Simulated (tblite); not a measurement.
isocyanic acid (CHNO), singlet, at a GFN2-xTB geometry; tblite with GFN1-xTB.

Here is a job for tblite.
```
$ tblite run mol.xyz --method gfn1 --charge 0 --spin 0 --grad --json tblite.json --no-restart

# file mol.xyz
4

N     -1.09019945     0.19550444     0.26322046
C      0.04813358    -0.04939770     0.01378604
O      1.14545157    -0.10550804    -0.33882666
H     -1.82101787    -0.22808056     0.78535375
```

Output, abridged:

```
xTB calculator
 | screened Coulomb repulsion
 | Coulomb electrostatics
 |  * isotropic Klopman-Ohno-Mataga-Nishimoto electrostatics
 |  * onsite third-order electrostatics
 | DFT-D3(BJ) dispersion correction

halogen bonding energy    0.0000000000000E+00 Eh
repulsion energy          1.5295354541667E-01 Eh
dispersion energy        -5.9127818984740E-04 Eh
number of electrons       1.6000000000000E+01 e
integral cutoff           1.9731147476801E+01 bohr

------------------------------------------------------------
  cycle        total energy    energy error   density error
------------------------------------------------------------
      1     -10.26156013112  -1.0413922E+01   8.3813737E-01
      2     -10.53866335393  -2.7710322E-01   3.8233923E-01
      3     -10.54315458025  -4.4912263E-03   2.1645731E-01
      4     -10.54297582034   1.7875991E-04   5.7710486E-02
      5     -10.54517127795  -2.1954576E-03   1.0997095E-02
      6     -10.54518844873  -1.7170776E-05   3.7887031E-03
      7     -10.54520057965  -1.2130925E-05   6.3447007E-04
      8     -10.54520091113  -3.3147921E-07   1.4188057E-04
      9     -10.54520092606  -1.4930285E-08   3.9091772E-06
------------------------------------------------------------

electronic energy        -1.0697563193291E+01 Eh
total energy             -1.0545200926064E+01 Eh

Post processing:
 | Mayer-Wiberg bond orders

[Info] Tight-binding results written to 'tblite.txt'
[Info] JSON dump of results written to 'tblite.json'
```
